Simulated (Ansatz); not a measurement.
Cl2H2OSTi, SMILES `[OH][Ti]([SH])([Cl])[Cl]`, relaxed with RKS PBE0-D4/def2-TZVP in Ansatz 0.2.0 from a PBE-D4/def2-SVP geometry. The force threshold is 0.005 eV/Å; the program also tests the step.

The species carries charge 0 and has multiplicity 1.

Start:

```xyz
7

O     1.617    0.469   -0.457
Ti   -0.080    0.212   -0.115
S    -0.129   -1.449    1.452
Cl   -1.047    2.018    0.692
Cl   -1.154   -0.444   -1.915
H     2.284    0.527   -1.163
H    -1.491   -1.334    1.507
```

Q: How much energy does the relaxation release, and in how many steps? (Estimate.)

A: Ansatz gave: 1.57 kJ/mol, in 9 steps.

Q: Which bonds change most? (Estimate.)

A: Ansatz gave: S3–H7 from 1.367 to 1.349 Å; Ti2–S3 from 2.284 to 2.268 Å; O1–H6 from 0.973 to 0.958 Å; Ti2–Cl4 from 2.202 to 2.192 Å.

Q: Give the relaxed structure. (Estimate.)

A: Ansatz gave: 
```xyz
7

O     1.592    0.488   -0.475
Ti   -0.098    0.233   -0.129
S    -0.109   -1.416    1.428
Cl   -1.056    2.029    0.683
Cl   -1.188   -0.432   -1.904
H     2.315    0.468   -1.103
H    -1.455   -1.369    1.500
```
